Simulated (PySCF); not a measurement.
**Correlation energy of Hf+ (hafnium, charge +1)**

[Xe] 4f14 5d2 6s1, high-spin 4F determinant (an excited configuration). All numbers are calculated (PySCF 2.14, scalar relativity through the core potential, in aug-cc-pVTZ-PP with ECP60MDF (6s6p5d3f2g, 88 functions)). Frozen: 5s2 5p6; 3 electrons correlated.

| level | correlation energy (mhartree) |
| --- | --- |
| CCSD | -15.86 |
| (T) | -0.15 |
| CCSD(T) | -16.01 |

Diagnostics: T1 = 0.0035, D1 = 0.0065, largest double amplitude 0.028.

Spin-orbit coupling, absent here, splits the open shell strongly.

Cost of the coupled-cluster step: of the order of 9 core-seconds, for 3 correlated electrons.
